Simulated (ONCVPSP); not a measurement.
## Cutoff test, Pt (Z = 78), ONCV

```json
{"Element": "platinum (Pt)", "Generator": "ONCVPSP 4.0.1", "Type": "optimised norm-conserving Vanderbilt (ONCV)", "Functional": "LDA (Perdew-Wang 92)", "Relativity": "fully relativistic", "Frozen core": "[Kr] 4d10 4f14", "Valence charge": "18", "Reference configuration": "5s2 5p6 5d9 6p1", "Partial waves": "5s: rc 1.50 bohr, ncon 5, nbas 8, qcut 6.6 1/bohr, local; 5p+6p: rc 1.65 bohr, ncon 3, nbas 7, qcut 10.2 1/bohr, 2 projectors; 5d: rc 2.15 bohr, ncon 4, nbas 8, qcut 8.7 1/bohr, 2 projectors, debl 2.9 Ha", "Local potential": "the s channel", "Core correction": "polynomial model core, fcfact 0.5"}
```

Open shells are filled in proportion to 2j + 1.

Task: For each optimised wave give the share of its norm inside rc, the residual kinetic energy above qcut (Ha) and the cutoffs (Ha) for errors of 10, 1, 0.1 and 0.01 mHa per electron.

Result:

| wave | norm inside rc | residual KE | 10 mHa | 1 mHa | 0.1 mHa | 0.01 mHa |
| --- | --- | --- | --- | --- | --- | --- |
| 5s | 0.946 | 4.0e-03 | 19.1 | 56.7 | 74.1 | 83.8 |
| 5p j=3/2 | 0.900 | 2.5e-08 | 22.6 | 31.3 | 37.5 | 42.5 |
| 6p j=3/2 | 0.020 | 2.2e-09 | 7.0 | 21.0 | 30.6 | 37.2 |
| 5p j=1/2 | 0.944 | 2.1e-08 | 13.6 | 29.5 | 36.5 | 41.9 |
| 6p j=1/2 | 0.029 | 3.4e-09 | 8.9 | 13.9 | 30.3 | 37.4 |
| 5d j=5/2 | 0.774 | 3.3e-09 | 15.0 | 19.8 | 24.0 | 27.6 |
| d projector 2 j=5/2 | 0.218 | 1.1e-08 | 16.0 | 20.6 | 25.2 | 29.7 |
| 5d j=3/2 | 0.808 | 3.3e-09 | 15.7 | 20.5 | 24.6 | 28.3 |
| d projector 2 j=3/2 | 0.228 | 1.7e-08 | 16.6 | 21.4 | 26.0 | 30.3 |

The occupied waves need 57 Ha and 74 Ha for 1 and 0.1 mHa. Note: ghosts flagged at negative energy: d3/2 at -1529.2 eV; no localised positive-energy state flagged. A true bound ghost makes a file unfit for plane-wave use. 2 of 4 tests not solved or not reliable.
